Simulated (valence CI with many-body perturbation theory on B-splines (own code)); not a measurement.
# Level structure of Fe²¹⁺

Method: relativistic CI+MBPT: three valence electrons over a frozen Dirac-Fock core [He], radial functions for each j: 11 s, 11 p, 10 d, 8 f, 5 g, 2 h, with the one-electron correlation potential Σ1, the two-electron term Σ2, the three-electron term Σ3, Breit, model QED; selected CI, second order for the rest, scaled by the run's own slope (own B-spline code, finite nucleus).

No measured spectrum was set against this ion. As an estimate, levels of excited configurations hold to 0.05 to 0.15 % of their energy, terms of the ground configuration to about 0.5 %.

Levels 1 to 45 of 205, with energies above the lowest level, 2s2 2p 2P°_1/2. "Leading %" is the weight of the configuration and term that name the level; weights of strongly mixed levels are sums over their largest components and can fall short. Lifetimes count E1, E2, E3, M1 and M2 decay at the calculated energies, and are blank where another channel may lead or the interval is too uncertain; long ones can be off by a factor of two.

| No. | Configuration | Term | J | E (Ry) | Leading % | g | Lifetime |
| --- | --- | --- | --- | --- | --- | --- | --- |
| 1 | 2s2 2p | 2P° | 1/2 | 0.000 | 98 | 0.661 |  |
| 2 | 2s2 2p | 2P° | 3/2 | 1.077 | 97 | 1.330 | 67.3 μs |
| 3 | 2s 2p2 | 4P | 1/2 | 3.684 | 96 | 2.634 | 10.4 ns |
| 4 | 2s 2p2 | 4P | 3/2 | 4.191 | 99 | 1.725 | 96.0 ns |
| 5 | 2s 2p2 | 4P | 5/2 | 4.675 | 94 | 1.574 | 13.8 ns |
| 6 | 2s 2p2 | 2D | 3/2 | 6.712 | 95 | 0.824 | 93.3 ps |
| 7 | 2s 2p2 | 2D | 5/2 | 6.920 | 94 | 1.219 | 170 ps |
| 8 | 2s 2p2 | 2P | 1/2 | 7.783 | 61 | 1.206 | 26.2 ps |
| 9 | 2s 2p2 | 2S | 1/2 | 8.920 | 60 | 1.486 | 28.1 ps |
| 10 | 2s 2p2 | 2P | 3/2 | 9.046 | 95 | 1.307 | 20.0 ps |
| 11 | 2p3 | 4S° | 3/2 | 11.443 | 90 | 1.924 | 22.9 ps |
| 12 | 2p3 | 2D° | 3/2 | 12.722 | 82 | 0.927 | 46.7 ps |
| 13 | 2p3 | 2D° | 5/2 | 12.998 | 100 | 1.196 | 48.7 ps |
| 14 | 2p3 | 2P° | 1/2 | 14.307 | 98 | 0.661 | 23.1 ps |
| 15 | 2p3 | 2P° | 3/2 | 14.835 | 79 | 1.274 | 23.7 ps |
| 16 | 2s2 3s | 2S | 1/2 | 73.980 | 95 | 2.000 | 366 fs |
| 17 | 2s2 3p | 2P° | 1/2 | 75.618 | 92 | 0.665 | 4.68 ps |
| 18 | 2s2 3p | 2P° | 3/2 | 75.920 | 92 | 1.333 | 4.40 ps |
| 19 | 2s 2p 3s | 4P° | 1/2 | 77.257 | 96 | 2.610 | 337 fs |
| 20 | 2s2 3d | 2D | 3/2 | 77.417 | 95 | 0.798 | 51.8 fs |
| 21 | 2s2 3d | 2D | 5/2 | 77.507 | 95 | 1.199 | 53.8 fs |
| 22 | 2s 2p 3s | 4P° | 3/2 | 77.531 | 91 | 1.700 | 322 fs |
| 23 | 2s 2p 3s | 2P° | 1/2 | 78.169 | 94 | 0.701 | 463 fs |
| 24 | 2s 2p 3s | 4P° | 5/2 | 78.287 | 98 | 1.597 | 301 fs |
| 25 | 2s 2p 3p | 4D | 1/2 | 78.696 | 75 | 0.181 | 572 fs |
| 26 | 2s 2p 3p | 4D | 3/2 | 78.938 | 74 | 1.229 | 683 fs |
| 27 | 2s 2p 3s | 2P° | 3/2 | 78.966 | 90 | 1.352 | 351 fs |
| 28 | 2s 2p 3p | 2P | 3/2 | 79.282 | 31 | 1.483 | 301 fs |
| 29 | 2s 2p 3p | 2P | 1/2 | 79.366 | 66 | 0.630 | 141 fs |
| 30 | 2s 2p 3p | 4D | 5/2 | 79.397 | 89 | 1.380 | 17.1 ps |
| 31 | 2s 2p 3p | 4P | 1/2 | 79.611 | 90 | 2.578 | 2.25 ps |
| 32 | 2s 2p 3p | 2D | 3/2 | 79.755 | 40 | 1.380 | 200 fs |
| 33 | 2s 2p 3p | 4D | 7/2 | 80.081 | 100 | 1.426 | 184 ps |
| 34 | 2s 2p 3p | 4P | 3/2 | 80.148 | 43 | 1.375 | 235 fs |
| 35 | 2s 2p 3p | 4P | 5/2 | 80.307 | 66 | 1.480 | 447 fs |
| 36 | 2s 2p 3d | 4F° | 3/2 | 80.314 | 88 | 0.461 | 526 fs |
| 37 | 2s 2p 3p | 4S | 3/2 | 80.321 | 39 | 1.577 | 315 fs |
| 38 | 2s 2p 3d | 4F° | 5/2 | 80.487 | 85 | 1.069 | 260 fs |
| 39 | 2s 2p 3p | 2D | 5/2 | 80.736 | 73 | 1.298 | 139 fs |
| 40 | 2s 2p 3d | 4F° | 7/2 | 80.765 | 79 | 1.266 | 161 fs |
| 41 | 2s 2p 3d | 4P° | 5/2 | 80.855 | 45 | 1.411 | 60.5 fs |
| 42 | 2s 2p 3d | 4D° | 3/2 | 80.943 | 57 | 1.287 | 44.0 fs |
| 43 | 2s 2p 3d | 4D° | 1/2 | 80.967 | 70 | 0.296 | 40.4 fs |
| 44 | 2s 2p 3s | 2P° | 1/2 | 81.003 | 77 | 0.599 | 125 fs |
| 45 | 2s 2p 3p | 2S | 1/2 | 81.008 | 85 | 1.899 | 108 fs |

Names give the largest LS component (configuration and term), which can be under half, so a name can repeat, a term be missing and a line seem to break the LS rules; names also repeat where a configuration has a term twice.

Where two levels of one J and parity lie close, their mixing, g and order are uncertain.

The ionisation energy to 2s2 1S_0 of the next ion comes out as 1798.7 eV (NIST: 1798.4 ± 0.8 eV (semi-empirical)). All 205 levels together are meant to be complete up to 109.262 Ry.
